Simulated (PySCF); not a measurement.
Si(OMe)(SiH3) (CH6OSi2), SMILES CO[Si][SiH3] (connectivity only; charge and spin as stated), neutral, multiplicity 1. Heavy atoms are numbered as in [Si:1]([O:2][CH3:3])[SiH3:7]. Hydrogens are named by the atom that carries them.

Geometry: B3LYP-D3(BJ)/def2-SVP. The structure was generated by enumeration; whether it is a known compound was not checked. One conformer was computed; it need not be the lowest.

These are PBE0/pcSseg-1 (PySCF) values and carry that method's errors.

GIAO shieldings, no solvent; atoms alike by connectivity are averaged. δ = σ(ref) − σ: ²⁹Si against TMS (σ = 352.7 ppm); ¹⁷O against H2O (σ = 334.2 ppm); ¹³C against TMS (σ = 186.3 ppm); ¹H against TMS (σ = 31.56 ppm), references at their B3LYP-D3(BJ)/def2-TZVP geometries, non-relativistic.

**Question.** Estimate the chemical shifts. (Estimate from the structure and the level; the computed values follow.)

**Answer.** 
| nucleus | atoms | count | δ (ppm) |
|---|---|---|---|
| ²⁹Si | Si1 | 1 | 669.1 |
| ²⁹Si | Si7 (SiH3) | 1 | -107.7 |
| ¹⁷O | O2 | 1 | 405.5 |
| ¹³C | C3 (CH3) | 1 | 69.0 |
| ¹H | H on C3 | 3 | 5.17 |
| ¹H | H on Si7 | 3 | 3.52 |
